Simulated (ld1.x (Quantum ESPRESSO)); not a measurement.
## An all-electron radial function and its pseudo partner (hydrogen)

Columns: radius, all-electron u(r) and pseudo u(r) of the 1s shell (level -12.77 eV) of hydrogen in the configuration 1s0.5; BLYP, scalar-relativistic, ultrasoft scheme, ld1.x (Quantum ESPRESSO) 7.5.

```
r (bohr)  all-electron  pseudo
   0.040        0.0837  0.0690
   0.080        0.1606  0.1371
   0.120        0.2310  0.2034
   0.160        0.2952  0.2672
   0.200        0.3537  0.3278
   0.240        0.4068  0.3845
   0.280        0.4549  0.4370
   0.320        0.4983  0.4849
   0.360        0.5372  0.5280
   0.400        0.5720  0.5664
   0.440        0.6029  0.6001
   0.480        0.6302  0.6293
   0.520        0.6542  0.6545
   0.560        0.6751  0.6759
   0.600        0.6930  0.6939
   0.640        0.7083  0.7090
   0.680        0.7211  0.7215
   0.720        0.7316  0.7317
   0.760        0.7399  0.7400
   0.800        0.7463  0.7463
   0.840        0.7509  0.7509
   0.880        0.7537  0.7537
   0.920        0.7551  0.7551
   0.960        0.7550  0.7550
   1.000        0.7536  0.7536
   1.040        0.7510  0.7510
```

**Question.** How many radial nodes do the two functions have?

**Answer.** The all-electron 1s function has n − l − 1 = 0; the pseudo-wave has 0.

**Question.** At about which radius was the pseudo-wave matched?

**Answer.** 0.80 bohr. The columns agree to 0.0005 from 0.68 bohr on; several derivatives are matched, so the curves merge somewhat inside the radius.

**Question.** Where does each function peak?

**Answer.** Outermost all-electron maximum near 0.92 bohr, pseudo maximum near 0.92 bohr (to the table’s step).

**Question.** Is the pseudo-wave norm-conserving?

**Answer.** No, it belongs to an ultrasoft set: the norm inside the radius is not constrained, and the difference is carried by the augmentation charge.
